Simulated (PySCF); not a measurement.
How methods differ on the excitation energy of Xe

Xe [Xe] (1S) → Xe [Kr] 4d10 5s1 5p6 5d1 (3D), as a difference of total energies. Calculation: PySCF 2.14, in aug-cc-pwCVDZ-PP with ECP28MDF; scalar relativity through the core potential. Correlated levels: valence: 4s2 4p6 4d10 frozen. The calculations carry no spin-orbit coupling.

| method | excitation energy (cm⁻¹) |
| --- | --- |
| UHF | 212800 |
| MP2 (valence) | 204420 |
| SCS-MP2 (valence) | 202260 |
| CCSD (valence) | 190060 |
| CCSD(T) (valence) | 185750 |

The upper state lies above the first ionisation limit, where it may autoionise and the basis confines it.

The promoted electron is Rydberg-like, and one or two diffuse shells describe it only roughly, which tends to raise the upper state.

The coupled-cluster amplitudes are large for the upper state (T1 above 0.03 or a double amplitude above 0.15), so a single reference is strained.
